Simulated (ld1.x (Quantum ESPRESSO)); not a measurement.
## PBE RRKJ dataset for Cr (Z = 24), scalar-relativistic all-electron reference.

Cr, norm-conserving RRKJ (Kleinman–Bylander form), made with ld1.x (Quantum ESPRESSO) 7.5 (PBE, scalar-relativistic). Core [Ne], reference 3s2 3p6 3d5 4s1 4p0. Waves: 3p (bound): rc 0.30 bohr; 3d (bound): rc 1.40 bohr; 3s (bound): rc 1.15 bohr. Local part: the s channel. Core correction: a·sin(br)/r model core, default radius (core density twice the valence density). rho0 = 0.02.

Occupied shells without a wave of their own: 4s. They enter only through the test configuration that unscreens the potential, and ld1.x also counts them in the model core charge.

(1) Does the generator finish with these settings?

Answers

(1) No. ld1.x (Quantum ESPRESSO) 7.5 stopped with "run_pseudo: Errors in PS-KS equation": the pseudo-atom solver did not find the valence states with the expected number of nodes, which is the usual sign of a ghost state. The 3p radius of 0.30 bohr lies inside the outermost node of the all-electron wave at 0.33 bohr. Before that it printed "Warning: n=2, l=1 expected 0 nodes, found 1".
